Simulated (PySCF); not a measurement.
n-PrOi-Pr, C6H14O.
SMILES with atom numbers: `[CH3:1][CH2:2][CH2:3][O:4][CH:5]([CH3:6])[CH3:7]` (hydrogens: H8, H9, H10 on C1; H11, H12 on C2; H13, H14 on C3; H15 on C5; H16, H17, H18 on C6; H19, H20, H21 on C7)

The same species was optimised twice, with GFN2-xTB and with PBE0-D3(BJ)/def2-SVP (PySCF), and the same property calculations (PySCF, gas phase) were run on both structures.

```csv
coordinate,GFN2-xTB,PBE0-D3(BJ)/def2-SVP,change
C2–C3 (Å),1.525,1.514,-0.011
C3–O4 (Å),1.408,1.397,-0.011
C5–C7 (Å),1.526,1.516,-0.010
C5–C6 (Å),1.531,1.523,-0.008
O4–C5 (Å),1.416,1.409,-0.007
C1–C2 (Å),1.523,1.519,-0.004
C6–C5–C7 (°),110.8,112.1,+1.3
C1–C2–C3 (°),111.7,112.8,+1.1
C2–C3–O4 (°),108.4,108.9,+0.5
C3–O4–C5 (°),115.6,116.0,+0.4
O4–C5–C6 (°),112.5,112.2,-0.3
O4–C5–C7 (°),106.4,106.6,+0.2
C1–C2–C3–O4 (°),-179,179,-2
C2–C3–O4–C5 (°),168,172,+4
C3–O4–C5–C6 (°),73,73,0
```

Rotational constants: A = 6344, B = 1102, C = 994.3 MHz (GFN2-xTB) against A = 6337, B = 1108, C = 1000 MHz (PBE0-D3(BJ)/def2-SVP). Point groups within 0.08 Å: C1 and C1.

On the GFN2-xTB structure: HOMO (eV) -7.21 [PBE0/pcSseg-1]; LUMO (eV) 1.52 [PBE0/pcSseg-1]; dipole (D) 1.12 [PBE0/pcSseg-1]; GIAO shielding of C1 (ppm) 175.2 [PBE0/pcSseg-1]; GIAO shielding of C2 (ppm) 158.6 [PBE0/pcSseg-1]; GIAO shielding of C3 (ppm) 110.9 [PBE0/pcSseg-1]; GIAO shielding of O4 (ppm) 258.1 [PBE0/pcSseg-1]; GIAO shielding of C5 (ppm) 110.1 [PBE0/pcSseg-1]; GIAO shielding of C6/C7 (mean) (ppm) 162.9 [PBE0/pcSseg-1].

Problem. What do these properties become on the PBE0-D3(BJ)/def2-SVP structure?

Solution. 
```tsv
property	level	on GFN2-xTB	on PBE0-D3(BJ)/def2-SVP	change
HOMO (eV)	PBE0/pcSseg-1	-7.21	-7.23	-0.02
LUMO (eV)	PBE0/pcSseg-1	1.52	1.49	-0.03
dipole (D)	PBE0/pcSseg-1	1.12	1.08	-0.04
energy, GFN2-xTB geometry as zero (kcal/mol)	PBE0/pcSseg-1	0.0	-0.5	-0.5
GIAO shielding of C1 (ppm)	PBE0/pcSseg-1	175.2	173.1	-2.1
GIAO shielding of C2 (ppm)	PBE0/pcSseg-1	158.6	157.8	-0.8
GIAO shielding of C3 (ppm)	PBE0/pcSseg-1	110.9	111.7	+0.8
GIAO shielding of O4 (ppm)	PBE0/pcSseg-1	258.1	260.3	+2.2
GIAO shielding of C5 (ppm)	PBE0/pcSseg-1	110.1	111.6	+1.5
GIAO shielding of C6/C7 (mean) (ppm)	PBE0/pcSseg-1	162.9	161.6	-1.3
```

The heavy atoms differ by 0.028 Å rms after alignment. Among bonds between heavy atoms C2–C3, C3–O4 and C5–C7 change most and about equally (-0.011 to -0.010 Å). Changes are differences of the printed values. Neither structure is proved a minimum here.

Shape of the structure used: `[CH3:1][CH2:2][CH2:3][O:4][CH:5]([CH3:6])[CH3:7]`: C1–C2–C3–O4 179°, C2–C3–O4–C5 172°, C3–O4–C5–C6 73°.
